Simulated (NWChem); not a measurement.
Polarisability of BeCl₂

```
Be
Cl 1 1.8144
Cl 1 1.8144 2 180.00
```
Charge 0, spin multiplicity 1.

Program: NWChem. The geometry was optimised at PBE/def2-SVP, a minimum by its harmonic frequencies.

Basis set: def2-SVPD. The field's frequency is 0.0428 Ha (1065 nm).

B3LYP has NWChem's definition, with VWN1-RPA local correlation. The structure started from a generated list of species.

### Question
One of these methods gave an isotropic polarisability of 43.72 bohr³. Which?
A. B3LYP
B. PBE0
C. HF
D. PBE

### Answer
D, PBE. The others give 38.10 (HF), 42.20 (B3LYP), 41.56 (PBE0).
